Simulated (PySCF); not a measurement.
## Structure from NMR data

The spectra below were simulated for a compound C₅H₉ClOSi.

1H NMR (400 MHz, computed): δ 10.44 (s, 1H), 6.89 (q, 1H), 5.14 (t, 2H), 2.38 (d, 3H), 1.85 (t, 2H).

13C{1H} NMR (computed): δ 193.2 (CH), 154.8 (CH), 140.2 (C), 26.6 (CH2), 15.7 (CH3).

Non-relativistic, fast rotation and ring inversion assumed for equivalent nuclei, no solvent model, a single conformation. GFN2-xTB geometry; GIAO PBE0/pcSseg-1 shieldings; PySCF.

References, each an isolated molecule treated in the same way: 1H, 13C against TMS.

**Question.** Which candidate is it?
A. O=C(/C=C/Cl)CC[SiH3]
B. C/C=C(\C=O)C[SiH2]Cl
C. [SiH3]O/C(Cl)=C\C1CC1
D. CO[SiH2]/C=C/C=C\Cl

**Answer.** B. 

- The formula gives 2 degrees of unsaturation (no ring in the answer).
- 5 carbon signals for 5 carbons: no two carbons are equivalent.
- Carbon types of the structure: 1 × C, 2 × CH, 1 × CH2, 1 × CH3, leaving 2 H on heteroatoms.
- δC 193.2: aldehyde carbonyl carbon; the double bond to the heteroatom, with no lone-pair donor beside it, deshields it most.
- δC 154.8: β carbon of a C=C–C=O unit; conjugation with the carbonyl draws π density from the β position.
- δC 140.2: α carbon of a C=C–C=O unit; as expected for a trigonal carbon in a double bond.
- δH 10.44: hydrogen on an aldehyde carbonyl carbon; the formyl region, downfield of aromatic protons.
- δH 6.89: hydrogen on a β carbon of a C=C–C=O unit; olefinic region.

The others: CO[SiH2]/C=C/C=C\Cl would give 6 signals for carbon-bound and other non-exchanging H, not 5; [SiH3]O/C(Cl)=C\C1CC1 would give 4 carbon signals, not 5; O=C(/C=C/Cl)CC[SiH3] has carbons computed at 200.5, 153.9, 136.0, 44.5, 5.2, with a different DEPT pattern.

Shifts are as computed. Against solution values, carbons near 30 ppm lie about +3 ppm off and those near 130 ppm about +5 ppm. Of 1309 compounds with measured shifts, 239 miss one by over three times the rms of a fit or turn the order of signals round; such compounds aren't used in these exercises. Multiplicities follow the n + 1 count of equivalent neighbours, as no J values were calculated; m marks all less simple cases, F and P coupling included.
